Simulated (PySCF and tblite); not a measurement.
Values are calculated unless marked as measured or tabulated.
2 E/Z isomers of C₄H₁₀OSi₂, numbered alike:

| isomer | SMILES | descriptors |
| --- | --- | --- |
| A | [CH2:1]=[CH:2][SiH2:3]/[CH:4]=[CH:5]/[O:6][SiH3:7] | 4=5 E |
| B | [CH2:1]=[CH:2][SiH2:3]/[CH:4]=[CH:5]\[O:6][SiH3:7] | 4=5 Z |

Protocol: conformer search, at most 5 conformers an isomer, GFN2-xTB geometries, energies PBE0/def2-SVP (D3(BJ) added where defined), GIAO shieldings KT3/pcSseg-1, weights at 298.15 K with GFN2-xTB thermal terms. Programs: PySCF with density fitting and tblite.

Task: What shifts does each isomer give (ppm; of two unlike H on one atom, a is the less shielded)?

Result: 
A: ¹H (against TMS): 6.59 (H5, 1H), 6.25 (H1a, 1H), 6.17 (H2, 1H), 5.98 (H1b, 1H), 4.35 (H4, 1H). ¹³C (against TMS): 151.4 (C5), 130.2 (C1), 128.4 (C2), 87.4 (C4). ²⁹Si (against TMS): -50.5 (Si7), -54.6 (Si3).

B: ¹H (against TMS): 7.11 (H5, 1H), 6.21 (H2, 1H), 6.17 (H1a, 1H), 5.90 (H1b, 1H), 4.69 (H4, 1H). ¹³C (against TMS): 148.3 (C5), 127.8 (C1), 126.5 (C2), 93.9 (C4). ²⁹Si (against TMS): -44.1 (Si7), -62.1 (Si3). H not on carbon is left out.

Task: Which carbons tell the isomers apart best?

Result: C4: 87.4 in A, 93.9 in B; C5: 151.4 in A, 148.3 in B; C1: 130.2 in A, 127.8 in B ppm.

Unscaled ²⁹Si shifts at such levels can be off by tens of ppm; differences between conformers or isomers are more reliable. Shifts are unscaled: against experiment ¹³C can be off by 15 ppm or more and ¹H by 0.8 ppm. At least one structure keeps an imaginary mode at the tight-binding level. The cap on conformers cut off some of the population, so the set may be incomplete.
